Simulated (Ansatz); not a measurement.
System (SMILES): F[BH] (BH-F), doublet.
Atoms: B1, F2, H3. Bonds: B1-F2, B1-H3.

Basis-set convergence of the optimised B1-F2 bond length at MP2 with Ansatz (an electronic-structure program). The reference of a correlated method is not its basis-set limit, which lies further on. Cartesian d functions, on some or all atoms, in 6-31G*; all else is spherical. Cores are frozen. Core-valence sets carry the plain set on hydrogen. Open shells are unrestricted. No added dispersion term, no relativity. Reference: the value in aug-cc-pVQZ, 1.3056 Å, itself unsure by roughly 0.0011 Å (its mean distance from def2-QZVPP, cc-pVQZ).

| basis | functions | optimised B1-F2 bond length (Å) |
|---|---|---|
| 6-31G* | 32 | 1.3188 |
| cc-pVDZ | 33 | 1.3271 |
| def2-SVP | 33 | (withheld) |
| 6-311G** | 42 | 1.3096 |
| 6-311+G** | 50 | (withheld) |
| aug-cc-pVDZ | 55 | 1.3426 |
| def2-TZVP | 68 | 1.3091 |
| cc-pVTZ | 74 | 1.3071 |
| pcseg-2 | 74 | 1.3068 |
| def2-TZVPP | 76 | 1.3090 |
| jun-cc-pV(T+d)Z | 92 | 1.3095 |
| def2-TZVPPD | 94 | 1.3105 |
| 6-311++G(3df,3pd) | 96 | (withheld) |
| cc-pCVTZ | 100 | (withheld) |
| aug-cc-pVTZ | 115 | 1.3105 |
| cc-pVQZ | 140 | 1.3044 |
| def2-QZVPP | 144 | 1.3047 |
| aug-cc-pVQZ | 206 | 1.3056 |

Question: Complete the blanks.

Answer: 
- def2-SVP, optimised B1-F2 bond length (Å): 1.3099
- 6-311+G**, optimised B1-F2 bond length (Å): 1.3142
- 6-311++G(3df,3pd), optimised B1-F2 bond length (Å): 1.3034
- cc-pCVTZ, optimised B1-F2 bond length (Å): 1.3060
